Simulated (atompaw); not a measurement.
**PBEsol PAW (atompaw) dataset for cobalt, scalar-relativistic all-electron reference.**

cobalt (Co), PAW, made with atompaw 4.2.0.5 (PBEsol, scalar-relativistic). Core [Ar], reference 3d7 4s2 4p0. Waves: 4s (bound): rc 2.45 bohr; 4s channel at 2.9 Ry: rc 2.45 bohr; 4p (bound, empty): rc 2.45 bohr; 4p channel at 4.5 Ry: rc 2.45 bohr; 3d (bound): rc 1.20 bohr; 3d channel at 0.45 Ry: rc 1.20 bohr. Local part: bessel scheme, radius 1.60 bohr. Core correction: smooth core density matched at 1.30 bohr. Augmentation charge: sinc compensation charge, radius 2.10 bohr; PAW radius 2.45 bohr; waves and projectors: custom polynom2 7 10 vanderbiltortho.

(1) Does the potential have ghost states?

(2) Is the overlap operator S = 1 + Σ q|β⟩⟨β| positive definite (Bessel basis up to 400 Ry)?

Results:

(1) No extra level below or beside the all-electron valence levels (s, p, d, f tested).

(2) Yes: its lowest eigenvalue is 0.75 (s channel).
